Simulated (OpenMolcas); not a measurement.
An atom or ion with 22 electrons was computed by MS-CASPT2, IPEA 0.25 Eh, imaginary shift 0.1 Eh with spin-orbit coupling (OpenMolcas, ANO-RCC-VTZP, DKH2). The lowest levels that the run gave, each within 12 % of the measured value where one is at hand:

```
J  Parity  E (cm-1)      g
0    even       0.0       
1    even      66.0  1.501
2    even       195  1.501
3    even       383  1.501
4    even       624  1.501
0    even     16780       
1    even     17170  1.501
4    even     17530  0.802
5    even     17670  1.034
6    even     17830  1.167
2    even     17870  1.501
2    even     18690  0.666
```

Task: Which ion is it, and what are the configurations and terms?

Result: Cr III (Z = 24, charge +2; active space 4 electrons in 5 orbitals (3d)). J, parity and g give the terms where levels are pure, and mixed ones are named by the computed weights; the size of the splittings, set against known spectra of the 22-electron sequence, gives the charge. In order, with the measured energies in cm-1 (Sugar and Corliss, J. Phys. Chem. Ref. Data 6, 317 (1977)): 3d4 5D0, 3d4 5D1 (62.2), 3d4 5D2 (183), 3d4 5D3 (357), 3d4 5D4 (576), 3d4 3P0(1) (16771), 3d4 3P1(1) (17169), 3d4 3H4 (17274), 3d4 3H5 (17397), 3d4 3H6 (17531), 3d4 3P2(1) (17851), 3d4 3F2(1) (18452).

CASPT2 breaks the degeneracy within a term, and the mean is taken; among the terms shown or strongly mixed into the levels shown the widest spread is 420 cm-1 (3d4 3H). The CASPT2 spread within a term exceeds the gap to the next term for 3d4 3P(1) and 3d4 3H, so the order of their levels is uncertain. Computed and measured levels are paired by configuration, term and J; levels that our copy of the source lacks, or whose pairing is in doubt (as where it misses far off the trend of its configuration), stay unpaired and out of the deviations. Levels of configurations outside the active space are missing.

A number in round brackets counts repeated terms of one configuration in the order of the reference energies.
